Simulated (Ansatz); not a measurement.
Species: sum formula GeOCl₂, charge 1, multiplicity 2. SMILES of the parent species: [O]=[Ge]([Cl])[Cl]
Coordinates optimised at B3LYP-D3(BJ)/def2-TZVP (Ansatz, a first-principles code):
```
Ge
O 1 1.7487
Cl 1 2.0548 2 117.05
Cl 1 2.0548 2 117.05 3 180.00
```
Charge +1, spin multiplicity 2.

Parts of the frozen-core correlation energy in 6-31G (Ansatz, hartree). Frozen orbitals: 25; correlated occupied orbitals by spin: 12 and 11; virtual: 27 and 28. UHF or UKS for open shells. No spin-orbit coupling. Non-relativistic.

```json
[
 {"term": "reference (HF)", "value": "-3068.46352"},
 {"term": "MP2 opposite-spin", "value": "-0.16646"},
 {"term": "MP2 same-spin", "value": "-0.05813"},
 {"term": "CCSD correlation", "value": "-0.24509"},
 {"term": "(T)", "value": "-0.00824"},
 {"term": "T1 diagnostic", "value": "0.023"},
 {"term": "largest doubles amplitude", "value": "0.042"},
 {"term": "<S^2> of the reference", "value": "0.764"}
]
```
